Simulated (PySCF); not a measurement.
HIOSn, singlet, at a GFN2-xTB geometry (such geometries of metal compounds can be far from the true shape) (core potentials on I, Sn).

Input for PySCF:
```python
from pyscf import gto, scf, dft
from pyscf.prop import polarizability

mol = gto.Mole()
mol.atom = '''
    Sn    0.00223737   -0.96941399    0.83157350
    I     0.23370172    1.26131941   -0.73401605
    O    -1.33071078   -2.04604945   -0.20873231
    H    -1.85237357   -2.01083377   -1.00596569
'''
mol.basis = 'def2-svp'
mol.ecp = {'I': 'def2-svp', 'Sn': 'def2-svp'}
mol.verbose = 4
mol.build()

mf = dft.RKS(mol)
mf.xc = 'pbe'
mf.kernel()
alpha = mf.Polarizability().polarizability()[2, 2]
print('alpha_zz =', alpha)
```

Task: What HOMO-LUMO gap does PBE/def2-SVP, polarisability in PySCF give?

Result: 2.93 eV

Task: Predict the total energy from PBE/def2-SVP, polarisability.

Result: -587.7495 Eh

Task: Predict the HOMO energy from PBE/def2-SVP, polarisability.

Result: -6.11 eV

Task: What is the computed number of basis functions (PBE/def2-SVP, polarisability)?

Result: 71

Task: Predict the dipole moment from PBE/def2-SVP, polarisability.

Result: 1.57 D
